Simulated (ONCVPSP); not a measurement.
# Building the ONCV potential for holmium (Ho) (PBE, fully relativistic).

Ho, optimised norm-conserving Vanderbilt (ONCV), made with ONCVPSP 4.0.1 (PBE, fully relativistic). Core [Kr] 4d10 4f10, reference 5s2 5p6 5d1 6s0.5 (charge +1.5). Waves: 5s+6s: rc 2.40 bohr, ncon 5, nbas 9, qcut 4 1/bohr, 2 projectors; 5p: rc 1.65 bohr, ncon 4, nbas 7, qcut 4.1 1/bohr, 1 projector; 5d: rc 2.60 bohr, ncon 4, nbas 9, qcut 6 1/bohr, 2 projectors, debl 0.8 Ha. Local part: polynomial inside 1.35 bohr (lpopt 5, dvloc0 0 Ha). Core correction: Teter function, fcfact 2, rcfact 1.6.

Open shells are filled in proportion to 2j + 1.

All-electron outer shells of the reference configuration (PBE, scalar-relativistic, ld1.x):

```json
{"shell": "5s", "level (eV)": "-64.64", "outermost node (bohr)": "0.61", "outermost maximum (bohr)": "1.13"}
{"shell": "5p", "level (eV)": "-39.34", "outermost node (bohr)": "0.66", "outermost maximum (bohr)": "1.28"}
{"shell": "4f", "level (eV)": "-19.57", "outermost node (bohr)": "–", "outermost maximum (bohr)": "0.52"}
{"shell": "6s", "level (eV)": "-12.57", "outermost node (bohr)": "1.51", "outermost maximum (bohr)": "2.99"}
{"shell": "5d", "level (eV)": "-11.57", "outermost node (bohr)": "0.74", "outermost maximum (bohr)": "1.84"}
```

Question: Does the generator finish with these settings?

Answer: Yes, a potential is produced and its reference levels are reproduced.

Question: Estimate the cutoffs (Ha) at which the residual kinetic energy of the hardest occupied pseudo-wave falls to 1 and 0.1 mHa per electron.

Answer: 44 Ha and 54 Ha.

Question: Does the potential have ghost states?

Answer: No bound ghost flagged; GHOST(+) flagged for s at 38.6 eV.

Question: Which valence shell sets the plane-wave cutoff?

Answer: 5p: 44 Ha for 1 mHa per electron, against 10 Ha for 5d.

Question: Tests: 5s2 5p6 5d1 6s2; 5s2 5p6 5d1 6s1; 5s2 5p6 5d1 6s0; 5s2 5p6 5d1 6s1 6p1. Which has the largest error in its energy relative to the reference configuration, and how large is it?

Answer: 5s2 5p6 5d1 6s1 6p1, with +53 meV (all-electron minus pseudo) on -9.42 eV.
